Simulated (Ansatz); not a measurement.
The cluster Ge3Te7: single points at one geometry.

```yaml
crystal:
  periodic: [false, false, false]
  atoms:
    - {symbol: Ge, position_ang: [0.882377, -1.891502, -0.533539]}
    - {symbol: Ge, position_ang: [-0.054599, 2.623423, 0.645535]}
    - {symbol: Ge, position_ang: [-1.837373, -0.269971, -2.540788]}
    - {symbol: Te, position_ang: [1.228424, -2.871917, 2.036382]}
    - {symbol: Te, position_ang: [0.848160, 0.321695, -2.847040]}
    - {symbol: Te, position_ang: [-0.971592, 2.357496, -1.981238]}
    - {symbol: Te, position_ang: [-1.706741, -1.629835, -0.266241]}
    - {symbol: Te, position_ang: [1.799377, 0.672421, 0.078195]}
    - {symbol: Te, position_ang: [1.120795, -0.261196, 2.960443]}
    - {symbol: Te, position_ang: [-1.308818, 0.949365, 2.448290]}
basis:
  gaussian: {orbitals: def2-SVP, initial_orbitals: start.molden}
hamiltonian: {xc: pbe0, dispersion: d4}
scf: {omitted_lower_state_checks: [starts]}
output: {orbitals: {seedname: orbitals}}
```

The file start.molden holds the orbitals of an earlier run on this structure, at another level or in another basis.

```sh
$ ansatz run in.yaml --threads 4 --pin off --events-out ev --progress --plain --max-ram 9574MiB
```

It prints (some lines left out):

```
Functional definition: PBE0
3279 factors; integrals over basis functions are off by at most 2.2e-4 eV
mean field evaluation 1: about -220507.3118 eV, gradient 1.9e2 eV
mean field evaluation 2: about -220532.7301 eV, gradient 3.9e1 eV
mean field evaluation 4: about -220568.4422 eV, gradient 1.8e1 eV
mean field evaluation 8: about -220574.5958 eV, gradient 4.4e-1 eV
mean field -220574.59689982 eV, -8105.9669252367 hartree, gradient 3.0e-5 eV, S^2 0.000000; 0 other end points of the search recorded, 0 dependent functions left out
reference -220574.59693222 eV, -8105.9669264274 hartree; 132, 132 occupied and 146, 146 virtual orbitals, 3279 factors
Total energy: -220575.97487863 eV, -8106.0175650238 hartree
Checks for a lower state left out: starts
```

Hardware: 4 threads of Intel Xeon on a shared host. Wall time 68 s, peak host memory 1.9 GiB.

The first input with `hamiltonian: {xc: pbe, dispersion: d4}`, `output: {forces: true, orbitals: {seedname: orbitals}}` (abridged; 25 s):

```
Functional definition: PBE
mean field -220568.03758628 eV, -8105.7258749101 hartree, gradient 2.5e-5 eV, S^2 0.000000
Total energy: -220569.57349610 eV, -8105.7823185550 hartree
Atom 0 force     0.009710     0.015875     0.000735 eV/Å
Atom 1 force    -0.002846    -0.003470     0.008847 eV/Å
Atom 2 force    -0.004654     0.004231     0.004095 eV/Å
Atom 3 force    -0.007451    -0.001646     0.004702 eV/Å
Atom 4 force    -0.003370    -0.007667     0.004237 eV/Å
Atom 5 force    -0.000304     0.001111    -0.003710 eV/Å
Atom 6 force    -0.001594    -0.011392    -0.006606 eV/Å
Atom 7 force     0.006662     0.000951    -0.007441 eV/Å
Atom 8 force    -0.001713    -0.003097    -0.000223 eV/Å
Atom 9 force     0.005559     0.005104    -0.004635 eV/Å
Dipole moment:     0.068777     0.230052    -0.114545 e Å
Checks for a lower state left out: starts
```

As the first input, with `hamiltonian: {xc: r2scan, dispersion: d4}` (abridged; 42 s):

```
Functional definition: r2SCAN
mean field -220613.72046929 eV, -8107.4046898959 hartree, gradient 2.3e-5 eV, S^2 0.000000
Total energy: -220614.04977856 eV, -8107.4167917881 hartree
Checks for a lower state left out: starts
```

As the first input, with `correlation: {method: mp2}` and without the key `hamiltonian` (abridged; 68 s):

```
Functional definition: HF
mean field -220261.52365078 eV, -8094.4616955432 hartree, gradient 7.8e-6 eV, S^2 0.000000
55 core orbitals not correlated: weight in the atoms' cores, before any rotation towards them, 1.000 or more for the frozen orbitals, at most 0.000 for the correlated occupied ones
second order -41.98026103 eV of doubles, -0.00000000 eV of singles
Total energy: -220303.50391181 eV, -8096.0044416806 hartree
Checks for a lower state left out: starts
```

The first input with `gaussian: {orbitals: STO-3G}`, `hamiltonian: {xc: hf}` (abridged; 50 s):

```
Functional definition: HF
mean field -1414597.20839630 eV, -51985.4885601376 hartree, gradient 2.6e-5 eV, S^2 0.000000
Total energy: -1414597.20839630 eV, -51985.4885601376 hartree
Checks for a lower state left out: starts
```

Geometry: PBE-D4/def2-SVP.

In the def2 sets Te takes a core potential, while STO-3G treats all electrons; there is no spin–orbit coupling. Correlated methods freeze 55 core orbitals; core or outer-core shells of Ge, Te are correlated, in sets that lack core-valence functions. Another isomer (singlet) lies 0.56 eV lower at PBE0-D4/def2-SVP; other spin states weren't run for this one.
